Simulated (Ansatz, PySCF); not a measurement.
C2H4Cl2Si2, SMILES C#C[Si]([SiH3])(Cl)Cl. Atoms are numbered in the order given.

```xyz
10

C      2.4269     1.6973     0.8342
C      1.5010     0.9957     0.4705
Si     0.0501     0.0036    -0.0126
Si    -1.9199     0.7286     1.0130
Cl     0.4027    -1.9755     0.5100
Cl    -0.1708     0.1219    -2.0745
H      3.2504     2.3124     1.1503
H     -2.1808     2.1444     0.6269
H     -3.0402    -0.1393     0.5540
H     -1.7686     0.6259     2.4922
```

Geometry: B3LYP-D3(BJ)/def2-SVP. The structure was generated by enumeration, and PubChem lists no compound with its InChIKey, so it may never have been made.

Two levels are set side by side: PBE-D3(BJ)/def2-SVP (Ansatz, an electronic-structure program) and B3LYP-D3(BJ)/def2-SVP (Ansatz). Each level has its own optimised geometry; the coordinates shown are those of the second. Frequencies come from the Hessian of PySCF at each geometry. Differences are taken from unrounded values.

```csv
quantity,B3LYP-D3(BJ),PBE-D3(BJ),PBE-D3(BJ) minus B3LYP-D3(BJ)
mean bond length (Å),1.675,1.684,0.008
bond C1–C2 (Å),1.217,1.229,0.012
bond C2–Si3 (Å),1.823,1.827,0.004
bond Si3–Si4 (Å),2.336,2.341,0.005
bond Si3–Cl5 (Å),2.077,2.082,0.004
bond Si3–Cl6 (Å),2.077,2.082,0.004
bond C1–H7 (Å),1.075,1.083,0.008
bond Si4–H8 (Å),1.490,1.503,0.013
bond Si4–H9 (Å),1.490,1.503,0.013
bond Si4–H10 (Å),1.490,1.503,0.013
highest harmonic wavenumber (cm⁻¹),3454,3388,-66
mean harmonic wavenumber (cm⁻¹),883,855,-28
zero-point energy (kcal/mol),30.31,29.34,-0.98
```

GGA bonds tend to be longer and softer than those of functionals with exact exchange. Differences between two approximate levels are no errors against the true value.
